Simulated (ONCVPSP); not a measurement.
**Si (Z = 14), ONCV: configuration errors across variants**

silicon, optimised norm-conserving Vanderbilt (ONCV), made with ONCVPSP 4.0.1 (PBE, scalar-relativistic). Core [Ne], reference 3s2 3p1 (charge +1). Waves: 3s: rc 1.65 bohr, ncon 4, nbas 8, qcut 4.5 1/bohr, 3 projectors, debl 2.5 Ha; 3p: rc 1.70 bohr, ncon 4, nbas 9, qcut 4 1/bohr, 2 projectors, debl 2.8 Ha; d scattering state at 0.03 Ha: rc 1.60 bohr, ncon 5, nbas 8, qcut 7.1 1/bohr, 1 projector. Local part: polynomial inside 1.10 bohr (lpopt 5, dvloc0 0 Ha). Core correction: Teter function, parameters optimised by the program.

All-electron excitation energies from the reference (eV): (1) 3s2 3p2 -7.740; (2) 3s2 3p0 15.993; (3) 3s1 3p0 49.964; (4) 3s1 3p3 -0.926.

1 further variants failed, have other tests or too few solved ones, and are left out.

A true bound ghost makes a file unfit for plane-wave use even where its test errors are small: the radial tests pick states by their node count and pass the ghost by.

Errors AE − PS in meV (a dash: test not solved or not reliable):

| change | (1) | (2) | (3) | (4) | bound ghosts | GHOST(+) flags above zero |
| --- | --- | --- | --- | --- | --- | --- |
| base | +1.6 | +3.0 | +36 | +1.0 | none | s |
| d: qcut 6.9 | +1.6 | +3.0 | +36 | +1.0 | none | s |
| s: qcut 6.1; p: qcut 5.4; d: qcut 9.6 | +1.7 | +3.1 | +37 | +1.1 | s | none |
| local potential polynomial inside 1.10 bohr (lpopt 5, dvloc0 4 Ha) | +1.6 | +3.0 | +36 | +0.9 | none | s |

Problem. Give the same row for: p: qcut 3.2.

Solution. +1.9, +3.6, +38, +1.4; bound ghosts: none; GHOST(+) flags above zero: s.
